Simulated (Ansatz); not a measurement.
CaF2 (SMILES [F][Ca][F]) moved off its minimum; all values from Ansatz (a first-principles code), cores frozen in correlated methods.
(charge 0, multiplicity 1)
```xyz
3

Ca     0.3039    -0.0049     0.0651
F     -0.6733     1.3051    -1.3005
F     -0.0501    -1.4901     1.2074
```

### Question
Give the forces (eV/Å), the total energy and the dipole at CCSD(T)/def2-TZVPPD.

### Answer

```json
[
 {"atom": "Ca1", "Fx": "-0.026", "Fy": "2.420", "Fz": "-2.029"},
 {"atom": "F2", "Fx": "0.421", "Fy": "-0.452", "Fz": "0.494"},
 {"atom": "F3", "Fx": "-0.395", "Fy": "-1.969", "Fz": "1.535"}
]
```
Energy -876.4345 hartree, dipole 5.07 D.
